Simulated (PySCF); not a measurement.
Ge(I)(OH) (GeHIO), SMILES [OH][Ge][I] (connectivity only; charge and spin as stated), neutral, multiplicity 1.

The structure is a stationary point at PBE0-D3(BJ)/def2-TZVP. The def2 effective core potentials stand for the cores of I; spin–orbit coupling is left out. The values are those of a single conformer.

The numbers are results of TDDFT-ωB97X/def2-SVPD run with PySCF, not measurements.

Vertical excitations. Isolated molecule, no solvent. State labels are in the subgroup Cs.

Q: List the lowest excited states. (The exact figures need the calculation; the answer reports its results.)

A: 
```csv
state,symmetry,energy (eV),λ (nm),f,main pairs
S1,A",3.64,341,0.015,HOMO→LUMO 89 %
S2,A",4.28,290,0.001,HOMO−2→LUMO 89 %
S3,A',4.64,267,0.012,HOMO−1→LUMO 89 %
S4,A',5.63,220,0.090,"HOMO→LUMO+1 58 %, HOMO−2→LUMO+1 24 %"
S5,A",5.82,213,0.003,HOMO−1→LUMO+1 86 %
S6,A',6.19,200,0.504,"HOMO−2→LUMO+1 65 %, HOMO→LUMO+1 20 %"
S7,A',6.37,195,0.041,"HOMO→LUMO+2 66 %, HOMO−3→LUMO 11 %"
S8,A",6.62,187,0.007,HOMO−4→LUMO 95 %
S9,A",7.08,175,0.001,HOMO−1→LUMO+2 73 %
S10,A',7.12,174,0.056,"HOMO−3→LUMO 71 %, HOMO→LUMO+3 14 %"
T1,A",2.77,447,0,"HOMO→LUMO 76 %, HOMO−2→LUMO 20 %"
T2,A',4.10,302,0,HOMO−1→LUMO 97 %
T3,A",4.16,298,0,"HOMO−2→LUMO 77 %, HOMO→LUMO 21 %"
T4,A',4.68,265,0,HOMO→LUMO+1 79 %
```
Triplets are in the Tamm–Dancoff approximation, which puts them higher than full response would, so one can lie above its singlet here.
